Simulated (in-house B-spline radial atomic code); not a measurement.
**Ionising Sc⁵⁺ with different functionals**

Computed with a B-spline radial code for spherical atoms: non-relativistic Hamiltonian, point nucleus, spin-polarised at highest spin, spherical fractional occupations for the functionals, the average over the highest-spin determinants for Hartree-Fock. The ionisation energy is the difference of two self-consistent energies, [Ne] 3s2 3p4 → [Ne] 3s2 3p3, without Breit or QED terms; ε is the level of the shell that loses the electron (its least bound occupied spin orbital).

Hybrids are left out here: with spherical fractional occupations of an open shell their exact exchange keeps a self-interaction that integer-occupation calculations don't have.

| method | rung | ΔSCF (eV) | -ε(3p) (eV) |
| --- | --- | --- | --- |
| Hartree-Fock | Hartree-Fock | 109.01 | 109.79 |
| LDA VWN5 | LDA | 110.96 | 101.38 |
| LDA PW92 | LDA | 110.95 | 101.38 |
| LDA exchange-only | LDA | 108.55 | 99.18 |
| PBE | GGA | 110.57 | 101.12 |
| PBEsol | GGA | 110.50 | 101.06 |
| BLYP | GGA | 110.60 | 101.02 |
| RPBE | GGA | 110.44 | 101.05 |
| PW91 | GGA | 110.73 | 101.27 |
| BP86 | GGA | 110.81 | 101.30 |
| AM05 | GGA | 110.54 | 101.09 |
| OLYP | GGA | 110.42 | 101.11 |
| TPSS | meta-GGA | 110.45 | 101.14 |
| SCAN | meta-GGA | 110.10 | 101.04 |
| r2SCAN | meta-GGA | 110.06 | 100.99 |
| M06-L | meta-GGA | 109.90 | 100.85 |
| revTPSS | meta-GGA | 110.32 | 101.03 |

Task: How do they compare with the NIST value?

Result: NIST lists 110.68 eV ± 0.05 (semi-empirical, ground level to ground level). Errors run from -2.13 to +0.28 eV; PW91 is closest (+0.05 eV), though others lie within the uncertainty of it, and part of that can be cancellation, since the calculations leave out relativity, Breit-QED terms, multiplet and fine-structure energies. Hartree-Fock also lacks correlation.
